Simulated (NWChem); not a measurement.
System: C4H5Cl; SMILES CC=C=CCl

Results from NWChem. Medium grid unless said otherwise, to which SCAN and Minnesota functionals are sensitive. All runs use the structure optimised with PBE0/def2-SVP. Total energies of different functionals are on different scales.

| level | energy (Ha) | highest occupied level (eV) | orbital gap (eV) | dipole (D) |
|---|---|---|---|---|
| PBE/def2-TZVP | -615.2456 | -6.03 | 4.52 | 2.10 |
| B3LYP/def2-TZVP | -615.6629 | -6.99 | 6.26 | 2.15 |
| Hartree-Fock/def2-TZVP | -613.8828 | [?] | [?] | [?] |
| BLYP/def2-TZVP | -615.5704 | -5.87 | 4.51 | 2.07 |
| CAM-B3LYP/def2-TZVP | -615.5613 | -8.53 | 9.19 | 2.19 |
| M06-2X/def2-TZVP | -615.5510 | -8.42 | 8.84 | 2.19 |

Task: Some entries are withheld; supply them.

Result: 
- Hartree-Fock/def2-TZVP, highest occupied level (eV): -9.84
- Hartree-Fock/def2-TZVP, orbital gap (eV): 13.29
- Hartree-Fock/def2-TZVP, dipole (D): 2.37
